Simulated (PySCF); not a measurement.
## Shifts of the heteroatoms

Atom-mapped SMILES (the numbers label the heavy atoms): `[CH3:1][O:2][SiH2:3][C@@H:4]1[CH2:5][C@H:6]1[C:7]#[N:8]`. Each H is labelled by its parent atom. Ha(C5) is cis to Si3 on the ring; Ha(Si3) is pro-R; Hb(Si3) is pro-S; Hb(C5) is trans to Si3 on the ring.

Averaged over atoms made equivalent by symmetry, fast rotation or ring inversion, non-relativistic, a single conformation, no solvent model. σ from GIAO-PBE0/pcSseg-1; coordinates at the GFN2-xTB level; PySCF.

(1) Predict the ²⁹Si NMR data.

(2) Predict the ¹⁵N NMR data.

(3) Where does ¹⁷O resonate?

Results:

(1) 
```json
{"atoms": "Si3", "environment": "silicon bonded to C, O, 2 H", "σ (ppm)": "359.5", "δ (ppm)": "-15.5"}
```

Shieldings were converted by a linear fit to measured shifts: ²⁹Si: δ = 279.94 − 0.822σ (rms 8.9 ppm, 72 shifts, 25.8 ppm with the 6 outliers that the fit left out vs TMS, solution or neat liquid). A few per cent of atoms miss by over 2 rms, more outside the fitted compound classes.

On a 400 MHz spectrometer ²⁹Si resonates near 79.5 MHz, so 1 ppm is 79.5 Hz.

(2) 
```csv
atoms,environment,σ (ppm),δ (ppm)
N8,nitrile nitrogen,-22.9,-127.0
```

Shieldings were converted by a linear fit to measured shifts: ¹⁵N (scatter 6.3 ppm rms vs CH3NO2, solution or neat liquid). Occasional misses reach two or three times the rms, and more in compound classes unlike the fitted ones.

On a 400 MHz spectrometer ¹⁵N resonates near 40.5 MHz, so 1 ppm is 40.5 Hz.

(3) 
```json
{"atoms": "O2", "environment": "oxygen bonded to C, Si", "σ (ppm)": "334.6", "δ (ppm)": "-38.0"}
```

Shieldings were converted by a linear fit to measured shifts: ¹⁷O: δ = 266.70 − 0.911σ (rms 10.7 ppm, 155 shifts, 12.2 ppm with the 3 outliers that the fit left out vs liquid water, solution or neat liquid). Occasional misses reach two or three times the rms, and more in compound classes unlike the fitted ones.

On a 500 MHz spectrometer ¹⁷O resonates near 67.8 MHz, so 1 ppm is 67.8 Hz.
